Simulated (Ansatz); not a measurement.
`CS[CH2][GeH3]` and `CO[CH2][GeH3]` differ in one element.

Ansatz, PBE0-D4/def2-TZVP geometries, multiplicity 1. Each molecule was computed in one conformer, which needn't be the lowest.

Scalar relativity is left out up to krypton.

| property | `CS[CH2][GeH3]` |
| --- | --- |
| HOMO–LUMO gap (PBE/def2-TZVPP) / eV | 4.72 |
| LUMO energy (PBE0/def2-TZVPP) / eV | 0.59 |
| HOMO energy (PBE0/def2-TZVPP) / eV | -6.19 |
| zero-point energy (PBE0-D4/def2-TZVP) / kJ/mol | 234.3 |
| LUMO energy (B3LYP/def2-TZVPP) / eV | 0.33 |
| HOMO energy (PBE/def2-TZVPP) / eV | -5.02 |

Problem. Give the same properties after the change, and the shifts. (An estimate is asked.)

Solution. Computed: 
```csv
property,`CO[CH2][GeH3]`,shift
HOMO–LUMO gap (PBE/def2-TZVPP) / eV,6.12,1.40
LUMO energy (PBE0/def2-TZVPP) / eV,0.91,0.32
HOMO energy (PBE0/def2-TZVPP) / eV,-7.61,-1.42
zero-point energy (PBE0-D4/def2-TZVP) / kJ/mol,243.9,9.6
LUMO energy (B3LYP/def2-TZVPP) / eV,0.61,0.28
HOMO energy (PBE/def2-TZVPP) / eV,-6.02,-1.00
```

With PBE0 the HOMO falls by 1.42 eV and the LUMO rises by 0.32 eV, so the gap widens by about 1.74 eV. PBE moves the HOMO by -1.00 eV and ωB97M-V by -1.66 eV.

Positive LUMOs are unbound, so they and the gaps depend on the basis.

B3LYP here is the variant with VWN-RPA as its local correlation; programs differ in this.
